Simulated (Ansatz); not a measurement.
Isolated molecules relaxed with PBE0-D4/def2-TZVP in Ansatz; ΔE leaves out vibrations. CCSD(T)/CBS adds triple-zeta CCSD(T) − MP2 to the extrapolated MP2 energy (def2 sets, frozen cores). def2 core potentials past Kr. For Te outer-core shells are correlated without core-valence functions, which leaves a few kJ/mol of doubt a bond. One conformer a species, not always the lowest.

Reaction (ligand exchange at the Si–O bond): `O[SiH2]O[SiH2]F` + H₂Te → `F[SiH2][TeH]` + `O[SiH2]O`

| species | CCSD(T)/CBS(def2) energy (Eh) |
| --- | --- |
| `O[SiH2]O[SiH2]F` | -831.52000 |
| H₂Te | -268.91024 |
| `F[SiH2][TeH]` | -658.47489 |
| `O[SiH2]O` | -441.92975 |

**Question.** Work out ΔE.

**Answer.** ΔE = (-658.47489) + (-441.92975) − (-831.52000) − (-268.91024) = 0.02560 Eh = +67.2 kJ/mol.

**Question.** What do rigid-rotor, harmonic-oscillator terms from PBE0-D4/def2-TZVP frequencies (298.15 K, 1 bar) make of the CCSD(T)/CBS value? (An estimate is asked.)

**Answer.** Computed: ΔZPE = +9.5 kJ/mol, ΔH = +74.7 kJ/mol, ΔS = -13 J/(mol·K), ΔG = +78.6 kJ/mol. Modes under 50 cm⁻¹ make the entropy rough.

Largest T1 diagnostic among the species: 0.012.

From PBE to PBE0 (25 % exact exchange), in def2-TZVPP and without D4, ΔE moves by +7.3 kJ/mol. Leaving LDA and LC-ωPBE aside and taking each functional with its dispersion term where it has one, the values, not all of them listed here, spread over 30.5 kJ/mol, from PBE-D4 to BHLYP-D4. LDA lies +5.8 kJ/mol from PBE without D4. At CCSD(T), def2-SVP lies +7.6 kJ/mol from the extrapolated value and def2-TZVPP +6.8 kJ/mol.
